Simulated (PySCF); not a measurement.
# Cs2F2: PBE0 against B3LYP

Base calculation in PySCF with density fitting and no spin–orbit coupling, PBE0/def2-TZVP (scalar-relativistic core potentials): singlet, D2h, Cs–F 2.616 Å (×4); Cs–F–Cs 102.3° (×2), F–Cs–F 77.7° (×2); wavenumbers 80, 88, 211, 222, 242, 277 cm⁻¹; gap between the highest occupied and lowest empty levels 6.53 eV, polar-tensor charge of Cs 0.97 e, atomisation energy (no zero-point energy) 1124 kJ/mol.

**Question.** What changes on going to B3LYP/def2-TZVP (scalar-relativistic core potentials)?

**Answer.** The point group stays the same. Changes: mean bond to Cs +0.026 Å, highest wavenumber -7 cm⁻¹, lowest wavenumber 0 cm⁻¹, gap between the highest occupied and lowest empty levels -0.55 eV, polar-tensor charge of Cs -0.01 e, atomisation energy (no zero-point energy) +12 kJ/mol. The new structure has Cs–F 2.642 Å (×4); Cs–F–Cs 102.1° (×2), F–Cs–F 77.9° (×2), with wavenumbers 80, 87, 206, 216, 236, 270 cm⁻¹.

Only the bonding shown was studied: isomers, or loss of a ligand pair, can lie lower.
